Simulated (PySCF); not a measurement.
A calculated (B97-3, PySCF 2.14, cc-pVDZ-X2C, the spin-free X2C one-electron Hamiltonian (Gaussian nucleus)) atom or ion has these occupied shells.

```json
{"shell": "1s α", "electrons": "1", "orbital energy (eV)": "-59281.1", "rms radius, mean of both spins (bohr)": "0.0227"}
{"shell": "1s β", "electrons": "1", "orbital energy (eV)": "-59281.0", "rms radius, mean of both spins (bohr)": "0.0227"}
{"shell": "2s α", "electrons": "1", "orbital energy (eV)": "-10059.9", "rms radius, mean of both spins (bohr)": "0.0918"}
{"shell": "2s β", "electrons": "1", "orbital energy (eV)": "-10059.8", "rms radius, mean of both spins (bohr)": "0.0918"}
{"shell": "2p α", "electrons": "3", "orbital energy (eV)": "-8905.5", "rms radius, mean of both spins (bohr)": "0.0829"}
{"shell": "2p β", "electrons": "3", "orbital energy (eV)": "-8905.4", "rms radius, mean of both spins (bohr)": "0.0829"}
{"shell": "3s α", "electrons": "1", "orbital energy (eV)": "-2297.6", "rms radius, mean of both spins (bohr)": "0.236"}
{"shell": "3s β", "electrons": "1", "orbital energy (eV)": "-2296.4", "rms radius, mean of both spins (bohr)": "0.236"}
{"shell": "3p α", "electrons": "3", "orbital energy (eV)": "-1944.6", "rms radius, mean of both spins (bohr)": "0.236"}
{"shell": "3p β", "electrons": "3", "orbital energy (eV)": "-1943.4", "rms radius, mean of both spins (bohr)": "0.236"}
{"shell": "3d α", "electrons": "5", "orbital energy (eV)": "-1498.2", "rms radius, mean of both spins (bohr)": "0.216"}
{"shell": "3d β", "electrons": "5", "orbital energy (eV)": "-1497.1", "rms radius, mean of both spins (bohr)": "0.216"}
{"shell": "4s α", "electrons": "1", "orbital energy (eV)": "-481.15", "rms radius, mean of both spins (bohr)": "0.529"}
{"shell": "4s β", "electrons": "1", "orbital energy (eV)": "-478.68", "rms radius, mean of both spins (bohr)": "0.529"}
{"shell": "4p α", "electrons": "3", "orbital energy (eV)": "-363.84", "rms radius, mean of both spins (bohr)": "0.563"}
{"shell": "4p β", "electrons": "3", "orbital energy (eV)": "-361.32", "rms radius, mean of both spins (bohr)": "0.563"}
{"shell": "4d α", "electrons": "5", "orbital energy (eV)": "-205.02", "rms radius, mean of both spins (bohr)": "0.615"}
{"shell": "4d β", "electrons": "5", "orbital energy (eV)": "-202.18", "rms radius, mean of both spins (bohr)": "0.615"}
{"shell": "5s α", "electrons": "1", "orbital energy (eV)": "-79.173", "rms radius, mean of both spins (bohr)": "1.29"}
{"shell": "5s β", "electrons": "1", "orbital energy (eV)": "-78.083", "rms radius, mean of both spins (bohr)": "1.29"}
{"shell": "5p α", "electrons": "3", "orbital energy (eV)": "-50.299", "rms radius, mean of both spins (bohr)": "1.51"}
{"shell": "5p β", "electrons": "3", "orbital energy (eV)": "-49.536", "rms radius, mean of both spins (bohr)": "1.51"}
{"shell": "4f α", "electrons": "7", "orbital energy (eV)": "-31.399", "rms radius, mean of both spins (bohr)": "0.847"}
{"shell": "4f β", "electrons": "5", "orbital energy (eV)": "-29.587", "rms radius, mean of both spins (bohr)": "0.847"}
{"shell": "6s α", "electrons": "1", "orbital energy (eV)": "-17.951", "rms radius, mean of both spins (bohr)": "3.64"}
```

(1) Name the element and its charge.

Results:

(1) Tm(2+) (thulium, charge +2), in [Xe] 4f12 6s1, one real determinant (an excited configuration).
